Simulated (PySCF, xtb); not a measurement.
cyanomethylboronic acid (C₂H₄BNO₂), SMILES N#CCB(O)O.

GFN2-xTB run with xtb at its own geometry gives an orbital gap of 6.07 eV and a dipole moment of 3.00 D.

Geometry: B3LYP-D3(BJ)/def2-SVP. The values are those of a single conformer.

Problem. What does r2SCAN/def2-TZVP run with PySCF give? (The exact figures need the calculation; the answer reports its results.)

Solution. gap 7.95 eV (levels -8.18 and -0.24 eV), dipole 3.00 D.
